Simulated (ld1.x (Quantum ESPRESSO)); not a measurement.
germanium (Ge): excitation energies, all-electron against TM

| Property | Result |
| --- | --- |
| Element | Ge |
| Generator | ld1.x (Quantum ESPRESSO) 7.5 |
| Type | norm-conserving Troullier–Martins (Kleinman–Bylander form) |
| Functional | PBE |
| Relativity | fully relativistic |
| Frozen core | [Ar] 3d10 |
| Valence charge | 4 |
| Reference configuration | 4s2 4p1.75 (charge +0.25) |
| Partial waves | 4s (bound): rc 1.50 bohr; 4p (bound): rc 1.90 bohr; 4d channel at 0.45 Ry: rc 1.26 bohr |
| Local potential | all-electron potential smoothed inside 1.15 bohr (lloc = -1) |
| Core correction | none |

Open shells are filled in proportion to 2j + 1 (rel_dist='average').

Energies are relative to the spin-unpolarised reference configuration 4s2 4p1.75; without spin polarisation the order of configurations can differ from experiment.

```csv
valence configuration,charge,ΔE all-electron (eV),error AE − PS (meV)
4s2 4p2,0,-1.183,0.0
4s2 4p0,+2,21.705,-5.0
4s1 4p0,+3,56.496,+82
4s2 4p1.5,+0.5,1.620,-0.1
4s0 4p4,0,15.005,+50
4s1 4p2,+1,14.976,+9.9
```

(1) What are ΔE and the potential's error for 4s2 4p1?

Levels in the configuration 4s1 4p0:

```csv
level,all-electron (eV),pseudo (eV)
4s j=1/2,-40.450,-40.150
```

Note: ghost states, extra bound levels that the all-electron valence spectrum of the same l lacks: s at -52.0 eV, d3/2 at -45.4 eV, d5/2 at -41.7 eV. A true bound ghost makes a file unfit for plane-wave use.

Answers

(1) ΔE = 6.263 eV all-electron; the error (AE − PS) is -0.8 meV.
